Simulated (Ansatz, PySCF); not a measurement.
B(Et)(OH)(NH2) (C₂H₈BNO), SMILES OB(N)CC. Atoms are numbered in the order given.

```xyz
13

B     -0.1618    -0.0301     0.5760
C      0.0875    -0.8486    -0.7590
C      0.3038     0.0376    -1.9941
H     -0.8040    -1.4846    -0.9222
H      0.9333    -1.5492    -0.6393
H      1.2140     0.6527    -1.8922
H     -0.5407     0.7303    -2.1331
H      0.4100    -0.5547    -2.9180
O     -1.0952     0.9810     0.5195
H     -1.2217     1.4512     1.3516
N      0.5375    -0.3338     1.7677
H      0.4033     0.1389     2.6540
H      1.2306    -1.0695     1.8089
```

Coordinates come from a B3LYP-D3(BJ)/def2-SVP optimisation. One conformer was computed; it need not be the lowest.

Two levels are set side by side: PBE-D3(BJ)/def2-SVP (Ansatz, a quantum-chemistry and plane-wave program) and B3LYP-D3(BJ)/def2-SVP (Ansatz). Each level has its own optimised geometry; the coordinates shown are those of the second. Frequencies come from the Hessian of PySCF at each geometry. Differences are taken from unrounded values.

| quantity | B3LYP-D3(BJ) |
|---|---|
| mean bond length (Å) | 1.202 |
| bond B1–C2 (Å) | 1.586 |
| bond B1–O9 (Å) | 1.377 |
| bond B1–N11 (Å) | 1.415 |
| bond C2–C3 (Å) | 1.535 |
| bond C2–H4 (Å) | 1.107 |
| bond C2–H5 (Å) | 1.105 |
| bond C3–H6 (Å) | 1.103 |
| bond C3–H7 (Å) | 1.101 |
| bond C3–H8 (Å) | 1.103 |
| bond O9–H10 (Å) | 0.964 |
| bond N11–H12 (Å) | 1.013 |
| bond N11–H13 (Å) | 1.012 |
| highest harmonic wavenumber (cm⁻¹) | 3855 |
| mean harmonic wavenumber (cm⁻¹) | 1479 |
| zero-point energy (kcal/mol) | 69.76 |

**Question.** What does PBE-D3(BJ) give, and how far is it from B3LYP-D3(BJ)? (An estimate is asked for; the answer gives what the named calculation found.)

**Answer.** 
```tsv
quantity	PBE-D3(BJ)	PBE-D3(BJ) minus B3LYP-D3(BJ)
mean bond length (Å)	1.208	0.007
bond B1–C2 (Å)	1.590	0.005
bond B1–O9 (Å)	1.385	0.008
bond B1–N11 (Å)	1.421	0.006
bond C2–C3 (Å)	1.536	0.001
bond C2–H4 (Å)	1.115	0.008
bond C2–H5 (Å)	1.112	0.007
bond C3–H6 (Å)	1.110	0.007
bond C3–H7 (Å)	1.109	0.008
bond C3–H8 (Å)	1.110	0.007
bond O9–H10 (Å)	0.973	0.009
bond N11–H12 (Å)	1.020	0.007
bond N11–H13 (Å)	1.019	0.007
highest harmonic wavenumber (cm⁻¹)	3744	-111
mean harmonic wavenumber (cm⁻¹)	1442	-37
zero-point energy (kcal/mol)	68.02	-1.74
```

Exact exchange shortens and stiffens bonds; PBE has none. Differences between two approximate levels are no errors against the true value.
